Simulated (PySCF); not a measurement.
H₂MoO₄, SMILES [O]=[Mo](=[O])([OH])[OH], multiplicity 1. Atoms are numbered in the order given.

```xyz
7

Mo     0.0000     0.0000    -0.0390
O      0.0000    -1.3334    -1.0500
O      0.0000     1.3334    -1.0500
O      1.5087     0.0000     1.0481
H      2.4476     0.0000     0.8334
O     -1.5087     0.0000     1.0481
H     -2.4476     0.0000     0.8334
```

Geometry: PBE0-D3(BJ)/def2-SVP. The geometry has at least one imaginary mode, so it is a saddle point at that level. The spin state was assumed, not searched. The isomer is the one that the SMILES or the coordinates give; other isomers of the formula were not compared. The def2 effective core potentials stand for the cores of Mo; spin–orbit coupling is left out. One conformer was computed; it need not be the lowest.

These are PBE0-D3(BJ)/def2-SVP in PySCF values and carry that method's errors.

Frequencies are harmonic and unscaled.

Computed normal modes with their intensities:
```csv
mode,ν (cm⁻¹),IR (km/mol),moving atoms (share of kinetic energy)
1,170i,0.0,"H 91 %, O 9 %"
2,59i,329.1,H 96 %
3,210,4.5,"O 74 %, H 16 %, Mo 9 %"
4,245,17.2,"O 77 %, Mo 22 %"
5,260,0.0,O 100 %
6,261,46.4,"O 66 %, H 17 %, Mo 17 %"
7,376,0.1,O 92 %
8,511,104.4,"H 62 %, O 38 %"
9,556,247.9,"H 81 %, O 18 %"
10,750,74.7,"O 82 %, Mo 11 %"
11,795,122.1,"O 59 %, Mo 24 %, H 17 %"
12,1044,240.1,"O 81 %, Mo 19 %"
13,1072,115.9,"O 89 %, Mo 11 %"
14,3921,573.8,H 94 %
15,3926,9.4,H 94 %
```
